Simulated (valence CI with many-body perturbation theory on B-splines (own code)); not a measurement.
Energy levels of Tm XXI

Computed by relativistic CI+MBPT: three valence electrons over a frozen Dirac-Fock core [Kr] 4d10, a basis of 8 s, 8 p, 9 d, 9 f, 6 g, 3 h, 2 i functions for each j, with the one-electron correlation potential Σ1, the two-electron term Σ2, the three-electron term Σ3, Breit, model QED; selected CI, second order for the rest (own B-spline code, finite nucleus).

No measured spectrum was set against this ion. As an estimate, terms of the open shell hold to a few per cent of their energy, and close levels can change places. Core correlation moves these levels by up to 43000 cm⁻¹, and in measured spectra 5 to 20 % of such shifts remained as error; rates that hang on mixing are uncertain with them.

Levels 46 to 64 of 64, with energies above the lowest level, 4f³ ⁴I°_9/2. "Leading %" is the weight of the configuration and term that name the level; weights of strongly mixed levels are sums over their largest components and can fall short. In the jj column 3d3/2^4 stands for four electrons in 3d with j = 3/2.

| No. | Configuration | Term | J | E (eV) | Leading % | g | Leading jj | Second component |
| --- | --- | --- | --- | --- | --- | --- | --- | --- |
| 46 | 4f²5s | ⁴F | 5/2 | 55.337 | 80 | 1.019 | 4f5/2^2 5s (66 %) | 13 % 4f²5s ²F |
| 47 | 4f²5s | ²H | 9/2 | 55.700 | 59 | 0.960 | 4f5/2 4f7/2 5s (84 %) | 28 % 4f²5s ⁴H |
| 48 | 4f²5s | ⁴F | 7/2 | 56.239 | 90 | 1.200 | 4f5/2 4f7/2 5s (97 %) | 8 % 4f²5s ²G |
| 49 | 4f²5s | ⁴H | 13/2 | 56.487 | 98 | 1.226 | 4f7/2^2 5s (74 %) |  |
| 50 | 4f²5s | ⁴F | 9/2 | 56.512 | 55 | 1.196 | 4f5/2 4f7/2 5s (96 %) | 27 % 4f²5s ²G |
| 51 | 4f²5s | ²G | 7/2 | 57.109 | 57 | 0.977 | 4f5/2 4f7/2 5s (91 %) | 34 % 4f²5s ²F |
| 52 | 4f²5s | ²F | 5/2 | 57.157 | 78 | 0.901 | 4f5/2 4f7/2 5s (82 %) | 17 % 4f²5s ⁴F |
| 53 | 4f²5s | ²H | 11/2 | 57.739 | 89 | 1.086 | 4f7/2^2 5s (65 %) | 8 % 4f²5s ⁴H |
| 54 | 4f²5s | ²G | 9/2 | 58.620 | 56 | 1.191 | 4f7/2^2 5s (96 %) | 40 % 4f²5s ⁴F |
| 55 | 4f²5s | ²F | 7/2 | 59.309 | 65 | 1.070 | 4f7/2^2 5s (95 %) | 28 % 4f²5s ²G |
| 56 | 4f²5s | ²D | 5/2 | 59.830 | 57 | 1.301 | 4f5/2 4f7/2 5s (76 %) | 33 % 4f²5s ⁴P |
| 57 | 4f²5s | ²D | 3/2 | 59.995 | 71 | 0.944 | 4f5/2 4f7/2 5s (62 %) | 13 % 4f²5s ⁴P |
| 58 | 4f²5s | ⁴P | 1/2 | 60.373 | 93 | 2.576 | 4f5/2^2 5s (64 %) |  |
| 59 | 4f²5s | ⁴P | 3/2 | 61.087 | 84 | 1.628 | 4f5/2 4f7/2 5s (91 %) | 8 % 4f²5s ²P |
| 60 | 4f²5s | ²I | 13/2 | 61.435 | 98 | 1.078 | 4f5/2 4f7/2 5s (74 %) |  |
| 61 | 4f²5s | ²I | 11/2 | 61.469 | 96 | 0.927 | 4f5/2 4f7/2 5s (70 %) |  |
| 62 | 4f²5s | ²P | 1/2 | 62.177 | 94 | 0.763 | 4f5/2 4f7/2 5s (83 %) | 4 % 4f²5s ⁴P |
| 63 | 4f²5s | ⁴P | 5/2 | 62.292 | 66 | 1.458 | 4f7/2^2 5s (89 %) | 32 % 4f²5s ²D |
| 64 | 4f²5s | ²P | 3/2 | 63.311 | 82 | 1.259 | 4f7/2^2 5s (70 %) | 15 % 4f²5s ²D |

Names give the largest LS component (configuration and term), which can be under half, so a name can repeat, a term be missing and a line seem to break the LS rules; names also repeat where a configuration has a term twice.
